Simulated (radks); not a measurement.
Q: These are the eigenvalues of the occupied orbitals of an atom or ion with whole-number occupations (hartree). Calculated with a radial shooting solver on a logarithmic mesh with Libxc functionals: scalar-relativistic Kohn-Sham, Slater X-alpha with alpha = 0.667, spin-polarised, spherical densities, finite nucleus; Fermi nuclear charge, rms radius of each element as measured or else 0.836 A^(1/3) + 0.57 fm.

| orbital | eigenvalue |
|---|---|
| 1s down | -2323.161 |
| 1s up | -2323.161 |
| 2s up | -396.9605 |
| 2s down | -396.9595 |
| 2p up | -349.6494 |
| 2p down | -349.6487 |
| 3s up | -91.31813 |
| 3s down | -91.29793 |
| 3p up | -77.11511 |
| 3p down | -77.09495 |
| 3d up | -60.00196 |
| 3d down | -59.98627 |
| 4s up | -19.56892 |
| 4s down | -19.52997 |
| 4p up | -14.89814 |
| 4p down | -14.86002 |
| 4d up | -8.79755 |
| 4d down | -8.76048 |
| 5s up | -3.83746 |
| 5s down | -3.82040 |
| 5p up | -2.69821 |
| 5p down | -2.68563 |
| 4f up | -2.07477 |
| 4f down | -2.04093 |

Which element is it, and in what charge state? The configuration may be excited. Open shells, if any, are filled with parallel spins first.

A: Z = 71, lutetium, charge +4: Lu4+ in [Xe] 4f13. The list shows which subshells hold electrons but not how many an open one holds; the 1s level, -2323.2 hartree, gives Z - s = 68.2 by -(Z - s)^2/2, which with screening and relativity narrows Z to a few neighbours, and the depths of the outer levels then fix element, charge and occupations together.
